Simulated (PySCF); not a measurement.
Magnetisability: SMILES B[AsH]C(C)C, C3H10AsB

Geometry (Å), atoms numbered from 1 in this order:
```xyz
15

B     2.432    0.126   -0.668
As    1.064   -0.204    0.705
C    -0.681   -0.364   -0.241
C    -1.716   -0.966    0.696
C    -1.092    1.004   -0.763
H     3.556   -0.277   -0.488
H     2.201    0.873   -1.590
H     1.334   -1.653    1.062
H    -0.522   -1.045   -1.092
H    -1.422   -1.968    1.046
H    -2.687   -1.064    0.183
H    -1.870   -0.331    1.584
H    -1.238    1.719    0.063
H    -0.342    1.428   -1.448
H    -2.044    0.933   -1.315
```

The calculation used GIAO BHandHLYP/pcSseg-1 magnetisability, rotational g tensor and spin-rotation constants, non-relativistic, gas phase (PySCF). Geometry: PBE0-D3(BJ)/def2-SVP.

The calculation is non-relativistic, which matters for the atoms heavier than Zn.

How diamagnetic is it, and how anisotropic?

Isotropic -1202 × 10⁻³⁰ J/T², or -72.4 × 10⁻⁶ cm³/mol; principal values -1388, -1145, -1073 × 10⁻³⁰ J/T², anisotropy 286 × 10⁻³⁰ J/T² (root of half the summed squared differences of the principal values). The susceptibility is in cgs units.

Split it along the inertial axes a, b, c into diamagnetic and paramagnetic parts about the centre of mass, with the quadrupole moment.


| axis | χ (10⁻⁶ cm³/mol) | diamagnetic (10⁻⁶ cm³/mol) | paramagnetic (10⁻⁶ cm³/mol) | summed x² of all electrons (Å²) | quadrupole Θ (D Å) |
| --- | --- | --- | --- | --- | --- |
| a | -70.4 | -347.6 | 277.1 | 135.5 | +0.03 |
| b | -66.5 | -667.3 | 600.8 | 60.1 | -0.10 |
| c | -80.2 | -829.8 | 749.6 | 21.8 | +0.07 |

Anisotropies 2χaa − χbb − χcc = +5.9 and 2χbb − χaa − χcc = +17.6 × 10⁻⁶ cm³/mol. Θ is traceless in Buckingham's convention.

And the rotational g tensor?


| axis | rotational constant (GHz) | g | nuclear part | electronic part |
| --- | --- | --- | --- | --- |
| a | 5.2428 | -0.0337 | 0.6489 | -0.6826 |
| b | 2.1708 | -0.0179 | 0.5948 | -0.6127 |
| c | 1.7110 | -0.0032 | 0.5994 | -0.6025 |

Asymmetric top; isotopes 75As, 11B, 12C, 1H; no vibrational averaging.
